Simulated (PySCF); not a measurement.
Molecule: SMILES [GeH3][CH2][SiH2]c1cccs1 (C5H10GeSSi), singlet. Atoms near the plane z = 1.0 Å, at the GFN2-xTB optimised geometry (x, y, z in Å): Ge1 (-1.8, -3.3, 0.0), C2 (-0.6, -1.8, 0.0), Si3 (-1.5, -0.1, 0.0), C4 (-0.3, 1.3, 0.0), C5 (1.0, 1.3, 0.0), C6 (1.6, 2.6, 0.0), C7 (0.7, 3.5, 0.0), S8 (-0.9, 2.9, 0.0), H10 (-1.0, -4.6, 0.0), H11 (-2.6, -3.3, 1.2), H13 (0.1, -1.8, 0.9), H14 (-2.4, 0.0, 1.2), H16 (1.6, 0.4, 0.0), H17 (2.7, 2.8, 0.0), H18 (0.8, 4.6, 0.0).

Calculation: PySCF with PBE0/def2-SVP. The values are rescaled to run from 0 to 1.

```
|55555555555555555555555555555|
|55555555555555555555555555555|
|55555555555555555555555555555|
|55555555555554444445555555555|
|55555555555544444444555555555|
|55555555555544333344455555555|
|55555555555544211234455555555|
|55555555555543200134445555555|
|55555555555554310123445555555|
|55555555555666542123445555555|
|55555555555678765434445555555|
|55555554455689987654455555555|
|55555544445679988655555555555|
|55555544433567776655555555555|
|55555544312456665555555555555|
|55555544322455555555555555555|
|55555544443445555555555555555|
|55555554444445555555555555555|
|55555555544444555555555555555|
|55555555555555555555555555555|
|55555555555555555555555555555|
|55555555555555555555555555555|
|55555555555555555555555555555|
|55555555555555555555555555555|
|55555555555555555555555555555|
|55555555555555555555555555555|
|55555555555555555555555555555|
|55555555555555555555555555555|
|55555555555555555555555555555|
```
Scale: ten equal steps from 0.000 (start of '0') to 1.00 (end of '9'), in the order '0123456789'; x runs from -7.00 to 7.00, y from -7.00 (bottom) to 7.00 (top).

### Question
Which quantity is mapped?
(A) log10 of the electron density
(B) deformation density (molecule minus spherical neutral atoms)
(C) Laplacian of the electron density
(D) an orbital amplitude

### Answer
D, an orbital amplitude. In full: HOMO amplitude (bohr^(-3/2)).
